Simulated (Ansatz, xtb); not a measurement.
**Ranking isomers of C3H10BP**

6 gas-phase structures of C3H10BP, from a drawn sample of its isomers (lower ones may exist). Each was relaxed with GFN2-xTB; where two conformers were screened, the lower at r2SCAN-D4/def2-SVP is listed:

A. `[PH3+][BH2-]C1CC1`, a singlet
B. `CCCBP`, a singlet
C. `CCB(C)P`, a singlet
D. `CC(C)BP`, a singlet
E. `[BH3-][PH+]1CCC1`, a singlet
F. `C=CC[BH2-][PH3+]`, a singlet

Estimate their order in r2SCAN-D4/def2-SVP energy at these geometries, lowest first.

Calculated order at r2SCAN-D4/def2-SVP: C (0.0), B (12.3), D (13.3), E (24.7), F (34.9), A (37.7) kcal/mol.

Energies above the lowest of each column, in kcal/mol; the last columns are at B3LYP-D3(BJ)/def2-SVP geometries and were run for some of them only (a dash: not run or not comparable):

```tsv
structure	GFN2-xTB	HF/STO-3G	r2SCAN-D4/def2-SVP	B3LYP-D3(BJ)/def2-SVP	CCSD(T)/def2-SVP + ΔMP2/def2-TZVPP
C	5.9	0.0	0.0	0.0	0.0
B	3.4	9.9	12.3	11.2	11.1
D	4.4	10.6	13.3	12.4	11.4
E	0.0	17.9	24.7	–	–
F	19.2	53.7	34.9	–	–
A	15.9	46.9	37.7	–	–
```

CCSD(T)/def2-SVP + ΔMP2/def2-TZVPP puts C lowest of those it was run on; GFN2-xTB picks E. Flexible structures stand in one conformer each, not always the lowest. Frequencies (GFN2-xTB) were run for B, C, D alone. ΔMP2 is the change of the MP2 energy from the smaller to the larger basis.

Over these structures GFN2-xTB departs from r2SCAN-D4/def2-SVP by 8.4 kcal/mol on average once a common shift is removed. A GFN2-xTB relaxation took about 0.22 s and the r2SCAN-D4/def2-SVP energy about 2.1 s on a shared host (Ansatz 0.2.0, xtb 6.7.1).
